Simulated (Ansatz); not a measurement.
Born–Oppenheimer molecular dynamics of CH₁₂O₂Si₄ (19 atoms, charge 0, multiplicity 1). It starts from a relaxed structure.

These are results of RKS revPBE-D4/STO-3G in Ansatz, not measurements.

* ensemble: NVT, Langevin thermostat
* time step: 0.5 fs
* steps asked: 150
* set temperature: 1000 K
* friction: 0.05 /fs
* seed: 984227

First frame:

```xyz
19
Properties=species:S:1:pos:R:3
Si -0.051 -0.107 -0.227
O 0.293 -0.344 1.484
C -0.963 -0.446 2.237
H -1.626 -1.289 1.903
H -0.699 -0.635 3.305
H -1.585 0.490 2.207
O 1.527 -0.023 -0.915
Si 2.572 -1.307 -0.419
H 1.912 -2.615 -0.463
H 3.681 -1.298 -1.367
H 3.111 -1.113 0.928
Si -1.033 1.906 -0.659
H -2.416 1.913 -0.198
H -0.339 3.008 -0.005
H -1.051 2.171 -2.093
Si -1.296 -1.863 -1.026
H -1.200 -3.055 -0.190
H -2.707 -1.506 -1.120
H -0.854 -2.233 -2.365
```

Task: How far do the bonds stretch over the last three quarters of this one trajectory? (Pairs bonded in most of those frames.)

Result: 
```csv
bond,mean (Å),spread (Å),shortest,longest
Si1–O2,1.785,0.073,1.66,1.91
Si1–O7,1.731,0.045,1.65,1.81
Si1–Si12,2.239,0.074,2.09,2.32
Si1–Si16,2.315,0.058,2.23,2.39
O2–C3,1.507,0.055,1.45,1.62
C3–H4,1.131,0.028,1.06,1.18
C3–H5,1.132,0.059,1.04,1.24
C3–H6,1.125,0.026,1.08,1.19
O7–Si8,1.742,0.031,1.66,1.79
Si8–H9,1.475,0.044,1.38,1.55
Si8–H10,1.480,0.048,1.39,1.57
Si8–H11,1.483,0.067,1.37,1.64
Si12–H13,1.461,0.053,1.37,1.56
Si12–H14,1.476,0.044,1.40,1.61
Si12–H15,1.474,0.064,1.37,1.62
Si16–H17,1.479,0.079,1.35,1.61
Si16–H18,1.484,0.051,1.39,1.57
Si16–H19,1.467,0.054,1.35,1.56
```

Mean temperature of the second half: 875 K. The mean temperature of the second half is 13 % below the set value. A run of 0.075 ps of so small a system gives no equilibrium averages. Limits of this set-up: minimal basis.

Run time: 16 min on 1 thread of Arm Neoverse V1 (shared host), peak memory 0.13 GiB.
